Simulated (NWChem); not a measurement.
System meant: CH3AlCl, doublet; SMILES [CH3][Al][Cl]

The following NWChem deck was run.

```
start job
memory heap 200 mb stack 900 mb global 1100 mb
geometry units angstroms noautoz
  Al     0.707129     0.486531    -0.005178
  C     -0.452602     2.099825    -0.006854
  H     -1.080781     2.096369     0.893099
  H     -1.113982     2.071554    -0.882132
  H      0.126722     3.027724    -0.029868
  Cl    -0.304577    -1.410566     0.004501
end
basis spherical
  Al library def2-svp
  C library def2-svp
  H library def2-svp
  Cl library def2-svp
end
dft
  odft
  mult 3
  xc b3lyp
  iterations 150
  mulliken
end
task dft energy
```

End of the output:

```
 ==============================================================================
                                 internuclear angles
 ------------------------------------------------------------------------------
        center 1       |       center 2       |       center 3       |  degrees
 ------------------------------------------------------------------------------
    2 C                |   1 Al               |   6 Cl               |   116.22
    1 Al               |   2 C                |   3 H                |   109.32
    1 Al               |   2 C                |   4 H                |   109.36
    1 Al               |   2 C                |   5 H                |   112.31
    3 H                |   2 C                |   4 H                |   108.00
    3 H                |   2 C                |   5 H                |   108.84
    4 H                |   2 C                |   5 H                |   108.92
 ------------------------------------------------------------------------------
                            number of included internuclear angles:          7
 ==============================================================================

 Summary of "ao basis" -> "" (spherical)
 ------------------------------------------------------------------------------
       Tag                 Description            Shells   Functions and Types
 ---------------- ------------------------------  ------  ---------------------
 Al                         def2-svp                 8       18   4s3p1d
 C                          def2-svp                 6       14   3s2p1d
 H                          def2-svp                 3        5   2s1p
 Cl                         def2-svp                 8       18   4s3p1d

                                 NWChem DFT Module
                                 -----------------

 Summary of "ao basis" -> "ao basis" (spherical)
 ------------------------------------------------------------------------------
       Tag                 Description            Shells   Functions and Types
 ---------------- ------------------------------  ------  ---------------------
 Al                         def2-svp                 8       18   4s3p1d
 C                          def2-svp                 6       14   3s2p1d
 H                          def2-svp                 3        5   2s1p
 Cl                         def2-svp                 8       18   4s3p1d

  number of electrons :                   39
  multiplicity        :                    3
 ------------------------------------------------------------------------
  no. of electrons and multiplicity not compatible                  39
 ------------------------------------------------------------------------
 ------------------------------------------------------------------------
  current input line :
    24: task dft energy
 ------------------------------------------------------------------------
 ------------------------------------------------------------------------
 There is an error in the input file
 ------------------------------------------------------------------------
 For more information see the NWChem manual at https://nwchemgit.github.io

0: no. of electrons and multiplicity not compatible:Received an Error in Communication
```

### Question
What is wrong, and how is it mended?

### Answer
The program refused the input. Cause: the multiplicity doesn't fit the number of electrons (an even count wants an odd multiplicity, and the reverse). This input runs:
```
start job
memory heap 200 mb stack 900 mb global 1100 mb
geometry units angstroms noautoz
  Al     0.707129     0.486531    -0.005178
  C     -0.452602     2.099825    -0.006854
  H     -1.080781     2.096369     0.893099
  H     -1.113982     2.071554    -0.882132
  H      0.126722     3.027724    -0.029868
  Cl    -0.304577    -1.410566     0.004501
end
basis spherical
  * library def2-svp
end
dft
  odft
  mult 2
  xc b3lyp
  iterations 150
  mulliken
end
task dft energy
```
It converges to -742.35893 Ha (B3LYP/def2-SVP, spin-unrestricted).
